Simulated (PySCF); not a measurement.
Electric field gradients and quadrupole coupling constants

Compound: C2H3F5S.
Structure used (PBE0-D3(BJ)/def2-TZVP), in Å, numbered top down from 1:
```xyz
11
C2H3F5S angstrom
C      1.6677   -0.5900   -0.1254
C      0.7991    0.3445    0.1955
S     -0.9678    0.1643   -0.0021
F     -0.8363   -0.4476   -1.4650
F     -1.0565    1.6316   -0.6210
F     -0.9802   -1.3076    0.6033
F     -1.1990    0.7677    1.4558
F     -2.5374    0.0620   -0.1531
H      1.3675   -1.5436   -0.5400
H      2.7263   -0.4138    0.0227
H      1.0566    1.3086    0.6125
```

Field gradients from the PBE0/pcSseg-2 density (PySCF, non-relativistic), principal values in atomic units, ordered |Vxx| ≤ |Vyy| ≤ |Vzz|:

```tsv
atom	Vxx	Vyy	Vzz
S3	0.5744	0.5840	-1.1584
```

Q: Find the asymmetry η = (Vxx − Vyy)/Vzz and the couplings χ = eQV/h (234.96 MHz × Q in barn × V in au), with Q(33S) = −0.0678 b.

A: 
| atom | environment | nucleus | η | χzz (MHz) | χxx (MHz) | χyy (MHz) |
| --- | --- | --- | --- | --- | --- | --- |
| S3 | sulfur bonded to C and 5 F | 33S | 0.01 | 18.45 | -9.15 | -9.30 |

The gradient is axial or nearly so (η below 0.05) at S3. 

Q: What is Vzz at S3 in SI units (1 au = 9.71736 × 10²¹ V/m²)?

A: -1.1584 au = -11.257 × 10²¹ V/m².

Q: What couplings would deuterons (Q(2H) = 0.00286 b) have in place of the hydrogens, at this geometry?

A: 
```json
{"atom": "H9", "bonded to": "C1", "bond length (Å)": "1.082", "Vzz (au)": "0.2928", "η": "0.04", "χzz (kHz)": "197"}
{"atom": "H10", "bonded to": "C1", "bond length (Å)": "1.083", "Vzz (au)": "0.2952", "η": "0.03", "χzz (kHz)": "198"}
{"atom": "H11", "bonded to": "C2", "bond length (Å)": "1.081", "Vzz (au)": "0.2917", "η": "0.10", "χzz (kHz)": "196"}
```

Geometry: PBE0-D3(BJ)/def2-TZVP; no solvent, vibrations or thermal averaging.
